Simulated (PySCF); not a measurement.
Geometry (Å), atoms numbered from 1 in this order:
```xyz
9

F     0.3893   -0.7987    1.7853
B     1.2154   -1.2211    0.8529
S     0.8982   -0.8645   -0.8901
C    -0.6266    0.0047   -0.7739
F    -1.7296   -0.7118   -0.5783
C    -0.7275    1.3291   -0.9104
F    -1.8595    1.9777   -0.8799
F     0.2960    2.1189   -1.0872
H     2.2020   -1.8513    1.1388
```

Geometry: PBE0-D3(BJ)/def2-SVP; GIAO absolute shieldings from PySCF, gas phase, non-relativistic, averaged over equivalent atoms.

At PBE0/STO-3G (45 basis functions, 2.5 s wall time on 1 thread of an Intel Xeon 6975P-C, shared host):
```json
{"atoms": "F1", "σ (ppm)": "230.9"}
{"atoms": "F7", "σ (ppm)": "343.7"}
{"atoms": "F8", "σ (ppm)": "352.9"}
{"atoms": "F5", "σ (ppm)": "368.9"}
{"atoms": "B2", "σ (ppm)": "82.7"}
{"atoms": "S3", "σ (ppm)": "677.2"}
{"atoms": "C6", "σ (ppm)": "115.6"}
{"atoms": "C4", "σ (ppm)": "128.9"}
{"atoms": "H9", "σ (ppm)": "27.17"}
```

What do these become at BHandHLYP/pcSseg-1?

## Answers


| atoms | σ at BHandHLYP/pcSseg-1 | change |
| --- | --- | --- |
| F1 | 223.6 | -7.3 |
| F7 | 284.0 | -59.7 |
| F8 | 301.7 | -51.2 |
| F5 | 355.5 | -13.4 |
| B2 | 54.7 | -28.0 |
| S3 | 457.8 | -219.4 |
| C6 | 19.1 | -96.5 |
| C4 | 57.3 | -71.6 |
| H9 | 25.90 | -1.27 |

The largest change is at S3 (sulfur bonded to C, B). Cost: 148 basis functions, 9.2 s wall time on 1 thread of an Intel Xeon 6975P-C, shared host.
